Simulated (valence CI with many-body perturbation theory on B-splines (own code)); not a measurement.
# Ar3+: electric-dipole lines

Level of theory: relativistic CI+MBPT: five valence electrons over a frozen Dirac-Fock core [Ne], radial functions for each j: 11 s, 11 p, 10 d, 8 f, 5 g, 2 h, with the one-electron correlation potential Σ1, the two-electron term Σ2, the three-electron term Σ3, Breit, model QED; selected CI, second order for the rest, scaled by the run's own slope (own B-spline code, finite nucleus).

Against 54 measured levels this calculation errs by 137 cm⁻¹ on average and by 426 at most. These come from a selection out of Saloman, J. Phys. Chem. Ref. Data 39, 033101 (2010). Levels without a partner in it may be off by more. Among the levels kept, up to 3700 cm⁻¹ of a level comes from second order outside the variational space, and about a tenth of that is noise between levels of different J, which matters for small intervals.

Lines 1 to 50 of 599 in falling wavelength, among levels below 362944 cm⁻¹, chosen from the strongest by gf and those to the six lowest levels. Wavelengths and rates use the calculated energies, so an error of 100 cm⁻¹ moves a line at 447.4 nm by 0.45 % and its rate by three times that or more. Electric multipoles are in the length gauge, E1 and E2 with the static RPA response of the core. Weak lines are less certain than strong ones. Lines between different terms over intervals too small for the method are left out, as are lines whose strength nearly cancels. Where a level lies close to another of its J and parity, the split of strength between their lines is uncertain. The highest levels of a list are the least certain.

Names give the largest LS component (configuration and term), which can be under half, so a name can repeat, a term be missing and a line seem to break the LS rules; names also repeat where a configuration has a term twice. Letters in brackets count levels of one name in rising energy.

```
λ vac (nm)  λ from measured levels                   Upper                  Lower   A (s⁻¹)  S (a.u.) with core polarisation  S without
      2074                           3s 3p3 3d 2G°_7/2 [b]  3s2 3p2 4d 2F_5/2 [a]  1.35e+05                         4.77e+00   4.76e+00
     689.8                              3s2 3p2 4f 2D°_5/2  3s2 3p2 4d 2D_5/2 [a]  2.38e+06                         2.31e+00   2.31e+00
     667.1                              3s2 3p2 4f 2D°_3/2  3s2 3p2 4d 2D_3/2 [a]  3.42e+06                         2.00e+00   2.00e+00
     580.5                              3s2 3p2 4f 4D°_7/2      3s2 3p2 4d 4D_7/2  5.78e+06                         4.47e+00   4.46e+00
     569.7                              3s2 3p2 4f 4D°_5/2      3s2 3p2 4d 4D_5/2  8.65e+06                         4.74e+00   4.73e+00
     560.2                              3s2 3p2 4f 4D°_3/2      3s2 3p2 4d 4D_5/2  3.95e+06                         1.37e+00   1.37e+00
     560.1                              3s2 3p2 4f 4D°_3/2      3s2 3p2 4d 4D_3/2  1.45e+07                         5.03e+00   5.03e+00
     553.8                              3s2 3p2 4f 4D°_1/2      3s2 3p2 4d 4D_3/2  1.02e+07                         1.71e+00   1.71e+00
     550.9                              3s2 3p2 4f 4D°_1/2      3s2 3p2 4d 4D_1/2  1.83e+07                         3.02e+00   3.02e+00
     540.9                              3s2 3p2 4f 4D°_3/2      3s2 3p2 4d 4P_1/2  1.50e+07                         4.68e+00   4.68e+00
     535.0                              3s2 3p2 4f 4D°_1/2      3s2 3p2 4d 4P_1/2  2.32e+07                         3.51e+00   3.51e+00
     534.2                              3s2 3p2 4f 4D°_5/2      3s2 3p2 4d 4P_3/2  2.91e+07                         1.32e+01   1.32e+01
     527.6                              3s2 3p2 4f 4D°_7/2      3s2 3p2 4d 4P_5/2  5.01e+07                         2.91e+01   2.90e+01
     525.9                              3s2 3p2 4f 4D°_3/2      3s2 3p2 4d 4P_3/2  1.09e+07                         3.13e+00   3.13e+00
     518.7                              3s2 3p2 4f 4D°_3/2  3s2 3p2 4d 2P_1/2 [a]  7.84e+06                         2.16e+00   2.16e+00
     518.0                              3s2 3p2 4f 4D°_5/2      3s2 3p2 4d 4P_5/2  7.32e+06                         3.01e+00   3.01e+00
     508.8                              3s2 3p2 4f 4D°_5/2  3s2 3p2 4d 2P_3/2 [a]  6.55e+06                         2.55e+00   2.55e+00
     469.6                              3s2 3p2 4f 2D°_3/2      3s2 3p2 4d 4D_1/2  5.15e+06                         1.05e+00   1.05e+00
     459.3                              3s2 3p2 4f 4G°_9/2      3s2 3p2 4d 4F_9/2  6.58e+06                         3.15e+00   3.15e+00
     458.0                              3s2 3p2 4f 2D°_3/2      3s2 3p2 4d 4P_1/2  1.29e+07                         2.45e+00   2.45e+00
     454.7                              3s2 3p2 4f 4G°_7/2      3s2 3p2 4d 4F_7/2  1.19e+07                         4.41e+00   4.41e+00
     454.1                              3s2 3p2 4f 2D°_5/2      3s2 3p2 4d 4P_3/2  1.15e+07                         3.18e+00   3.18e+00
     452.0                              3s2 3p2 4f 4G°_5/2      3s2 3p2 4d 4F_5/2  1.26e+07                         3.44e+00   3.44e+00
     447.4                   444.7  3s2 3p2 4p 2D°_3/2 [a]      3s2 3p2 4s 2D_3/2  8.81e+06                         1.56e+00   1.56e+00
     446.3                             3s2 3p2 4f 4G°_11/2      3s2 3p2 4d 4F_9/2  1.04e+08                         5.47e+01   5.47e+01
     445.3                              3s2 3p2 4f 4G°_5/2      3s2 3p2 4d 4F_3/2  8.99e+07                         2.35e+01   2.35e+01
     444.9                              3s2 3p2 4f 4G°_9/2      3s2 3p2 4d 4F_7/2  9.73e+07                         4.23e+01   4.22e+01
     444.1                              3s2 3p2 4f 4G°_7/2      3s2 3p2 4d 4F_5/2  9.11e+07                         3.15e+01   3.15e+01
     442.0                              3s2 3p2 4f 2D°_3/2  3s2 3p2 4d 2P_1/2 [a]  3.66e+07                         6.23e+00   6.23e+00
     435.6                              3s2 3p2 4f 2D°_5/2  3s2 3p2 4d 2P_3/2 [a]  7.01e+07                         1.72e+01   1.71e+01
     429.3                              3s2 3p2 4f 2D°_3/2  3s2 3p2 4d 2P_3/2 [a]  1.00e+07                         1.56e+00   1.56e+00
     423.9                              3s2 3p2 4p 2S°_1/2      3s2 3p2 4s 2P_3/2  4.75e+07                         3.57e+00   3.57e+00
     420.8                   418.0  3s2 3p2 4p 2D°_5/2 [a]      3s2 3p2 4s 2D_5/2  1.28e+07                         2.81e+00   2.81e+00
     402.4                              3s2 3p2 4p 2S°_1/2      3s2 3p2 4s 2P_1/2  3.48e+07                         2.24e+00   2.24e+00
     359.8                   358.3  3s2 3p2 4p 2P°_1/2 [a]      3s2 3p2 4s 2D_3/2  2.61e+07                         1.20e+00   1.20e+00
     357.7                   356.4  3s2 3p2 4p 2P°_3/2 [a]      3s2 3p2 4s 2D_5/2  2.19e+07                         1.98e+00   1.98e+00
     314.7                           3s 3p3 3d 4D°_5/2 [a]      3s2 3p2 4s 4P_5/2  6.64e+06                         6.13e-01   6.14e-01
     314.0                           3s 3p3 3d 4D°_7/2 [a]      3s2 3p2 4s 4P_5/2  1.71e+07                         2.09e+00   2.10e+00
     308.6                   307.8      3s2 3p2 4p 4P°_5/2      3s2 3p2 4s 2P_3/2  1.85e+07                         1.61e+00   1.61e+00
     305.1                           3s 3p3 3d 4D°_3/2 [a]      3s2 3p2 4s 4P_3/2  2.28e+07                         1.28e+00   1.28e+00
     304.4                           3s 3p3 3d 4D°_5/2 [a]      3s2 3p2 4s 4P_3/2  2.36e+07                         1.97e+00   1.97e+00
     304.3                   303.9  3s2 3p2 4p 2D°_3/2 [a]      3s2 3p2 4s 2P_3/2  2.98e+07                         1.66e+00   1.66e+00
     299.5                           3s 3p3 3d 4D°_1/2 [a]      3s2 3p2 4s 4P_1/2  5.52e+07                         1.46e+00   1.47e+00
     299.4                               3s2 3p2 4d 4F_9/2     3s 3p3 3d 4G°_11/2  5.09e+06                         6.74e-01   6.72e-01
     298.7                           3s 3p3 3d 4D°_3/2 [a]      3s2 3p2 4s 4P_1/2  2.37e+07                         1.25e+00   1.25e+00
     293.1                   292.7  3s2 3p2 4p 2D°_3/2 [a]      3s2 3p2 4s 2P_1/2  1.40e+08                         6.98e+00   6.99e+00
     291.9                   291.4  3s2 3p2 4p 2D°_5/2 [a]      3s2 3p2 4s 2P_3/2  1.53e+08                         1.13e+01   1.13e+01
     288.0                   287.5      3s2 3p2 4p 4D°_5/2      3s2 3p2 4s 4P_5/2  3.58e+07                         2.53e+00   2.54e+00
     283.4                   283.1      3s2 3p2 4p 4D°_3/2      3s2 3p2 4s 4P_3/2  7.74e+07                         3.48e+00   3.48e+00
     281.5                   281.0      3s2 3p2 4p 4D°_7/2      3s2 3p2 4s 4P_5/2  2.08e+08                         1.83e+01   1.83e+01
```
